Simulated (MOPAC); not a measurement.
MOPAC input (AM1):

```
AM1 1SCF CHARGE=1 GEO-OK AUX(PRECISION=9) THREADS=1
CHO

C    -0.00000000 1   -0.00000000 1   -0.51434300 1
O     0.00000000 1    0.00000000 1    0.58709700 1
H    -0.00000000 1   -0.00000000 1   -1.61072400 1
```

Output:

```
 *******************************************************************************
 **                                                                           **
 **                              MOPAC v23.2.5                                **
 **                                                                           **
 *******************************************************************************
 ** MOPAC's Digital Object Identifier: https://doi.org/10.5281/zenodo.6511958 **
 **                                                                           **
 ** Please cite the open-source release paper for use of this MOPAC version:  **
 ** J. E. Moussa and J. J. P. Stewart (2026)                                  **
 ** MOPAC: An open-source semiempirical molecular orbital program             **
 ** J. Open Source Softw., 11(119), 8025, https://doi.org/10.21105/joss.08025 **
 *******************************************************************************

                              AM1 CALCULATION RESULTS

 *******************************************************************************
 *  AM1        - The AM1 Hamiltonian to be used
 *  GEO-OK     - OVERRIDE INTERATOMIC DISTANCE AND OTHER SAFETY CHECKS
 *
 *
 *
 *                 CHARGE ON SYSTEM = +1
 *
 *
 *
 *  1SCF       - DO 1 SCF AND THEN STOP
 *  AUX        - OUTPUT AUXILIARY INFORMATION
 *******************************************************************************
AM1 1SCF CHARGE=1 GEO-OK AUX(PRECISION=9) THREADS=1
 CHO

   ATOM   CHEMICAL          X               Y               Z
  NUMBER   SYMBOL      (ANGSTROMS)     (ANGSTROMS)     (ANGSTROMS)

     1       C         -0.00000000  *  -0.00000000  *  -0.51434300  *
     2       O          0.00000000  *   0.00000000  *   0.58709700  *
     3       H         -0.00000000  *  -0.00000000  *  -1.61072400  *

          CARTESIAN COORDINATES

    NO.       ATOM           X           Y           Z

     1         C         -0.0000     -0.0000     -0.5143
     2         O          0.0000      0.0000      0.5871
     3         H         -0.0000     -0.0000     -1.6107

  H: (AM1): M.J.S. DEWAR ET AL, J. AM. CHEM. SOC. 107 3902-3909 (1985)
  C: (AM1): M.J.S. DEWAR ET AL, J. AM. CHEM. SOC. 107 3902-3909 (1985)
  O: (AM1): M.J.S. DEWAR ET AL, J. AM. CHEM. SOC. 107 3902-3909 (1985)

           Empirical Formula: C H O  =     3 atoms

      MOLECULAR POINT GROUP   :   C*v

      RHF CALCULATION, NO. OF DOUBLY OCCUPIED LEVELS = 5

 -------------------------------------------------------------------------------
 AM1 1SCF CHARGE=1 GEO-OK AUX(PRECISION=9) THREADS=1
 CHO

     1SCF WAS SPECIFIED, SO BFGS WAS NOT USED
     SCF FIELD WAS ACHIEVED

                              AM1 CALCULATION
                                                       MOPAC v23.2.5 Linux

          FINAL HEAT OF FORMATION =        190.97698 KCAL/MOL =     799.04767 KJ/MOL

          COSMO AREA              =         58.24 SQUARE ANGSTROMS
          COSMO VOLUME            =         40.54 CUBIC ANGSTROMS

          IONIZATION POTENTIAL    =         25.507797 EV
          HOMO LUMO ENERGIES (EV) =        -25.508 -7.434
          NO. OF FILLED LEVELS    =          5
          MOLECULAR WEIGHT        =         29.0183         POINT GROUP:  C*v

          MOLECULAR DIMENSIONS (Angstroms)

            Atom       Atom       Distance
            H     3    O     2     2.19782
            H     3    O     2     0.00000
            C     1    O     2     0.00000

          SCF CALCULATIONS        =          1

   ATOM   CHEMICAL          X               Y               Z
  NUMBER   SYMBOL      (ANGSTROMS)     (ANGSTROMS)     (ANGSTROMS)

     1       C         -0.00000000  *  -0.00000000  *  -0.51434300  *
     2       O          0.00000000  *   0.00000000  *   0.58709700  *
     3       H         -0.00000000  *  -0.00000000  *  -1.61072400  *

                             CARTESIAN COORDINATES

   1    C       -0.000000000    -0.000000000    -0.514343000
   2    O        0.000000000     0.000000000     0.587097000
   3    H       -0.000000000    -0.000000000    -1.610724000

           Empirical Formula: C H O  =     3 atoms

      MOLECULAR POINT GROUP   :   C*v

                  EIGENVALUES
 -51.97089 -32.32059 -25.68721 -25.68721 -25.50780  -7.43447  -7.43447  -5.88824
  -2.67734

              NET ATOMIC CHARGES AND DIPOLE CONTRIBUTIONS

  ATOM NO.   TYPE          CHARGE      No. of ELECS.   s-Pop       p-Pop
    1          C           0.428218        3.5718     1.36752     2.20426
    2          O           0.197905        5.8021     1.87844     3.92365
    3          H           0.373877        0.6261     0.62612
 DIPOLE           X         Y         Z       TOTAL
 POINT-CHG.     0.000     0.000    -3.656     3.656
 HYBRID        -0.000    -0.000    -0.012     0.012
 SUM           -0.000    -0.000    -3.667     3.667

          ATOMIC ORBITAL ELECTRON POPULATIONS

     Atom    s        px        py        pz
    1  C   1.36752   0.63097   0.63097   0.94233
    2  O   1.87844   1.36903   1.36903   1.18559
    3  H   0.62612

 **********************
 *                    *
 * JOB ENDED NORMALLY *
 *                    *
 **********************

 == MOPAC DONE ==
```

The dipole moment of an ion depends on the origin.

The geometry given is a B3LYP-D3(BJ)/def2-TZVP minimum.
